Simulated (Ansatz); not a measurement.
`F[Si](F)(F)[SnH3]` + H–F → `F[Si](F)(F)F` + `[SnH4]`  (cleavage of the Si–Sn bond)

Calculated with Ansatz (gas phase, PBE0-D4/def2-TZVP geometries, no zero-point term in ΔE). CCSD(T)/CBS adds triple-zeta CCSD(T) − MP2 to the extrapolated MP2 energy (def2 sets, frozen cores). This one scheme is used for every species. DFT in def2-TZVPP. Elements past krypton have def2 core potentials. For Sn outer-core shells are correlated without core-valence functions, which leaves a few kJ/mol of doubt a bond.

`F[Si](F)(F)[SnH3]`:

Z-matrix (Å, degrees):
```
Si
F 1 1.583
F 1 1.583 2 106.8
F 1 1.583 2 106.8 3 -113.9
Sn 1 2.553 2 112.0 3 123.1
H 5 1.701 1 109.0 2 59.8
H 5 1.701 1 109.0 2 179.8
H 5 1.701 1 109.0 2 -60.2
```

H–F:

```xyz
2

F    -0.009   -0.338    0.311
H     0.009    0.338   -0.311
```

`F[Si](F)(F)F`:

Cartesian coordinates in Å:
```
F 1.084 1.052 -0.395
Si 0.000 0.000 0.000
F 0.545 -1.437 -0.278
F -1.292 0.240 -0.845
F -0.338 0.145 1.518
```

`[SnH4]`:

```xyz
5

Sn    0.000    0.000    0.000
H    -1.443   -0.780    0.461
H    -0.300    0.999   -1.347
H     1.172   -1.168   -0.409
H     0.571    0.948    1.295
```

```
             level  ΔE (kcal/mol)
           ωB97X-V          -31.5
  CCSD(T)/def2-SVP          -31.9
CCSD(T)/def2-TZVPP          -33.4
    CCSD/CBS(def2)          -31.9
```

**Question.** What does CCSD(T)/CBS give? (Best estimate.)

**Answer.** Ansatz gave: -30.9 kcal/mol. The listed levels differ from it by -0.6, -1.0, -2.5, -1.0 kcal/mol.

**Question.** What do rigid-rotor, harmonic-oscillator terms from PBE0-D4/def2-TZVP frequencies (298.15 K, 1 bar) make of the CCSD(T)/CBS value? (Estimate.)

**Answer.** The calculation gave: ΔZPE = -0.5 kcal/mol, ΔH = -32.6 kcal/mol, ΔS = -30 J/(mol·K), ΔG = -30.4 kcal/mol.

Largest T1 diagnostic among the species: 0.013.

In def2-TZVPP, CCSD(T) changes the Hartree–Fock value by +6.8 kcal/mol (the triples alone add +1.0 kcal/mol) and MP2 by +7.1 kcal/mol. At CCSD(T), def2-SVP lies −1.0 kcal/mol from the extrapolated value and def2-TZVPP −2.4 kcal/mol. Leaving LDA and LC-ωPBE aside and taking each functional with its dispersion term where it has one, the values, not all of them listed here, spread over 10.7 kcal/mol, from B97M-V to revPBE-D4. LDA lies −1.3 kcal/mol from PBE without D4.
